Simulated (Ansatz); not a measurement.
Ansatz (a quantum-chemistry and plane-wave program) input (B2PLYP/def2-TZVPD):

Ansatz 0.2 input:
```yaml
crystal:
  periodic: [false, false, false]
  atoms:
    - {symbol: In, position_ang: [-0.00000000, -0.00000000, -0.30797384]}
    - {symbol: F, position_ang: [0.00000000, 0.00000000, 1.67674645]}
basis:
  gaussian:
    orbitals: def2-TZVPD
hamiltonian:
  xc: {name: B2PLYP}
magnetization: {spin_polarized: true, initial_magnetization: 2}
correlation: {electrons: outside_noble_gas}
```

End of the output:

```
integrals: 0.05 GiB planned
771 factors; integrals over basis functions are off by at most 1.0e-3 eV
mean field: 0.39 GiB planned
mean field evaluation 1: about -7875.8351 eV, gradient 2.6e1 eV
mean field evaluation 2: about -7875.8456 eV, gradient 2.6e1 eV
mean field evaluation 4: about -7878.3222 eV, gradient 1.8e0 eV
mean field evaluation 8: about -7878.3723 eV, gradient 4.4e-1 eV
mean field evaluation 16: about -7878.3758 eV, gradient 4.2e-4 eV
mean field evaluation 32: about -7878.3649 eV, gradient 1.3e0 eV
mean field -7878.37580210 eV, -289.5249705724 hartree, gradient 3.2e-6 eV, S^2 2.006350; 1 other end points of the search recorded, 0 dependent functions left out
10 core orbitals not correlated, not the lowest: weight in the atoms' cores, before any rotation towards them, 0.975 or more for the frozen orbitals, at most 0.030 for the correlated occupied ones
reference -7878.37592951 eV, -289.5249752546 hartree; 6, 4 occupied and 80, 82 virtual orbitals, 771 factors
second order -9.58645746 eV of doubles, -0.00000000 eV of singles
Total energy: -7880.96427303 eV, -289.6200951242 hartree
```

This is an excited triplet: at this geometry the singlet lies 3.48 eV lower at CCSD(T)/CBS(def2-TZVPPD,def2-QZVPPD).
